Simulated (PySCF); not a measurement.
GaCl, SMILES [Cl][Ga] (connectivity only; charge and spin as stated), neutral, multiplicity 1.

Geometry: PBE-D3(BJ)/def2-TZVP.

Computed with TDDFT-LC-ωPBE/def2-TZVPD run with PySCF.

Vertical excitations; the highest root listed may be one member of a degenerate set. Isolated molecule, no solvent. State labels are in the subgroup C2v.

| state | symmetry | energy (eV) | λ (nm) | f | main pairs |
|---|---|---|---|---|---|
| S1 | B1 | 4.93 | 251 | 0.123 | HOMO→LUMO (degenerate set) |
| S2 | B2 | 4.93 | 251 | 0.123 | HOMO→LUMO+1 (degenerate set) |
| S3 | A2 | 6.48 | 191 | 0.000 | HOMO−1→LUMO 47 %, HOMO−2→LUMO+1 47 % |
| S4 | A2 | 6.51 | 191 | 0.000 | HOMO−2→LUMO+1, HOMO−1→LUMO (degenerate set) |
| S5 | A1 | 6.51 | 191 | 0.000 | HOMO−2→LUMO, HOMO−1→LUMO+1 (degenerate set) |
| S6 | A1 | 6.86 | 181 | 0.085 | HOMO→LUMO+3 37 %, HOMO−1→LUMO+1 27 %, HOMO−2→LUMO 27 % |
| S7 | A1 | 7.57 | 164 | 0.331 | HOMO→LUMO+2 71 % |
| S8 | A1 | 7.80 | 159 | 0.673 | HOMO→LUMO+3 45 %, HOMO→LUMO+2 19 %, HOMO−1→LUMO+1 13 %, HOMO−2→LUMO 13 % |
| S9 | B2 | 8.46 | 147 | 0.056 | HOMO−1→LUMO+3, HOMO−1→LUMO+2, HOMO−1→LUMO+11 (degenerate set) |
| S10 | B1 | 8.46 | 147 | 0.056 | HOMO−2→LUMO+3, HOMO−2→LUMO+2, HOMO−2→LUMO+11 (degenerate set) |
| T1 | B1 | 3.32 | 374 | 0 | HOMO→LUMO (degenerate set) |
| T2 | B2 | 3.32 | 374 | 0 | HOMO→LUMO+1 (degenerate set) |
| T3 | A1 | 5.88 | 211 | 0 | HOMO→LUMO+3 73 %, HOMO→LUMO+11 17 % |
| T4 | A1 | 6.08 | 204 | 0 | HOMO−2→LUMO 46 %, HOMO−1→LUMO+1 46 % |
Triplets are in the Tamm–Dancoff approximation, which puts them higher than full response would, so one can lie above its singlet here.
